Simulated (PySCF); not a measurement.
**Electron correlation in Cd⁺ (cadmium, charge +1)**

[Kr] 4d10 5s1, 2S determinant. All numbers are calculated (PySCF 2.14, scalar relativity through the core potential, in def2-QZVPPD with the def2 core potential (28 electrons) (7s5p4d4f2g, 88 functions)). Frozen: nothing; 19 electrons correlated.

```csv
level,correlation energy (mhartree)
CCSD,-704.13
(T),-20.11
CCSD(T),-724.24
```

Diagnostics: T1 = 0.0093, D1 = 0.0485, largest double amplitude 0.019.

Cost of the coupled-cluster step: roughly 2.7 core-minutes, for 19 correlated electrons.

Iterations:

```
CC2 = 0
CCSD nocc = (np.int64(10), np.int64(9)), nmo = (88, 88)
frozen orbitals [[], []]
max_cycle = 100
direct = 0
conv_tol = 1e-08
conv_tol_normt = 1e-06
diis_space = 8
diis_start_cycle = 0
Init t2, MP2 energy = -0.733088979018503
Init E_corr(UCCSD) = -0.733088979031433
cycle = 1  E_corr(UCCSD) = -0.690431849141557  dE = 0.0426571299  norm(t1,t2) = 0.0653534
cycle = 2  E_corr(UCCSD) = -0.7049273705759  dE = -0.0144955214  norm(t1,t2) = 0.0152053
cycle = 3  E_corr(UCCSD) = -0.703712318247146  dE = 0.00121505233  norm(t1,t2) = 0.0068393
cycle = 4  E_corr(UCCSD) = -0.704037487475587  dE = -0.000325169228  norm(t1,t2) = 0.00240437
cycle = 5  E_corr(UCCSD) = -0.704150819824086  dE = -0.000113332348  norm(t1,t2) = 0.000244655
cycle = 6  E_corr(UCCSD) = -0.704124924305376  dE = 2.58955187e-05  norm(t1,t2) = 5.38657e-05
cycle = 7  E_corr(UCCSD) = -0.704124607019999  dE = 3.17285377e-07  norm(t1,t2) = 7.47112e-06
cycle = 8  E_corr(UCCSD) = -0.704125303765989  dE = -6.9674599e-07  norm(t1,t2) = 2.24463e-06
cycle = 9  E_corr(UCCSD) = -0.704125304117234  dE = -3.51244478e-10  norm(t1,t2) = 4.31087e-07
UCCSD converged
E(UCCSD) = -167.3194209555654  E_corr = -0.7041253041172335
UCCSD(T) correction = -0.020112268872009
```

The basis has no tight functions for the innermost shells, so their pair energies are far from complete.

This basis was not built for core-valence correlation, so the inner-shell part is incomplete.
